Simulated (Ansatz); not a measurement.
`[NH2][Ga]([NH2])[OH]` and `N[CH2][Ga]([NH2])[OH]` differ in one atom or group.

Ansatz, PBE0-D4/def2-TZVP geometries, multiplicity 1. Each molecule was computed in one conformer, which needn't be the lowest.

Scalar relativity is left out up to krypton.

```
                                                                                  property  `[NH2][Ga]([NH2])[OH]`
                                                         LUMO energy (PBE/def2-TZVPP) / eV                   -1.00
                                                     HOMO energy (ωB97M-V/def2-TZVPP) / eV                   -9.47
                                                       HOMO energy (B3LYP/def2-TZVPP) / eV                   -6.83
                                                     LUMO energy (ωB97M-V/def2-TZVPP) / eV                    1.46
ideal-gas entropy at 298 K and 1 bar (rigid rotor, harmonic PBE0-D4/def2-TZVP) / J/(mol·K)                     343
                                          size of the dipole moment (B3LYP/def2-TZVPP) / D                    1.83
```

**Question.** What does the change do to each property? (An estimate is asked.)

**Answer.** Ansatz gave: 
| property | `N[CH2][Ga]([NH2])[OH]` | shift |
| --- | --- | --- |
| LUMO energy (PBE/def2-TZVPP) / eV | -0.80 | 0.20 |
| HOMO energy (ωB97M-V/def2-TZVPP) / eV | -8.51 | 0.96 |
| HOMO energy (B3LYP/def2-TZVPP) / eV | -6.02 | 0.81 |
| LUMO energy (ωB97M-V/def2-TZVPP) / eV | 1.57 | 0.11 |
| ideal-gas entropy at 298 K and 1 bar (rigid rotor, harmonic PBE0-D4/def2-TZVP) / J/(mol·K) | 393 | 50 |
| size of the dipole moment (B3LYP/def2-TZVPP) / D | 2.37 | 0.54 |

With PBE0 the HOMO rises by 0.85 eV and the LUMO rises by 0.16 eV, so the gap narrows by about 0.69 eV. PBE moves the HOMO by 0.71 eV and ωB97M-V by 0.96 eV. The zero-point energy changes by 75.5 kJ/mol with +9 modes. Dipoles are sizes alone; their direction can turn. Modes under 60 cm⁻¹, often nearly free rotors, make the harmonic entropy too high.

B3LYP here is the variant with VWN-RPA as its local correlation; programs differ in this.
